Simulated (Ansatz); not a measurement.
Stepwise reaction of `O=C=[N][SnH2][N]=C=O` with hydrogen chloride, as a gas-phase model of exchange steps in deposition or etching. ΔE in kJ/mol.

Gas-phase electronic energies from Ansatz, PBE0-D4/def2-TZVP geometries. CCSD(T)/CBS is the MP2 limit (def2-TZVPP, def2-QZVPP) plus CCSD(T) − MP2 in def2-TZVPP, frozen cores. This one scheme is used for every species. Functionals use def2-TZVPP. B3LYP here is the variant with VWN-RPA as its local correlation; programs differ in this. def2 core potentials past Kr. For Sn outer-core shells are correlated without core-valence functions, which leaves a few kJ/mol of doubt a bond. One conformer a species, not always the lowest.

```
step                                                      reaction  PBE-D4  B3LYP-D4  ωB97M-V  CCSD(T)/CBS
   1  `O=C=[N][SnH2][N]=C=O` + HCl → `O=C=[N][SnH2][Cl]` + `N=C=O`   -52.2     -48.1    -46.8        -41.6
   2        `O=C=[N][SnH2][Cl]` + HCl → `[Cl][SnH2][Cl]` + `N=C=O`   -50.0     -45.6    -44.5        -39.5
```

**Question.** By hand: ΔE of the 2 steps together at CCSD(T)/CBS.

**Answer.** (-41.6) + (-39.5) = -81.1 kJ/mol, or -40.5 kJ/mol a step.

In ΔE the steps differ by no more than 2.1 kJ/mol. All are downhill at CCSD(T)/CBS. PBE-D4 differs from CCSD(T)/CBS by -10.6 to -10.5 kJ/mol a step. Only this route is followed, and other bonds may react first. Isolated molecules leave out the surface, adducts and barriers. Largest T1 diagnostic: 0.018.
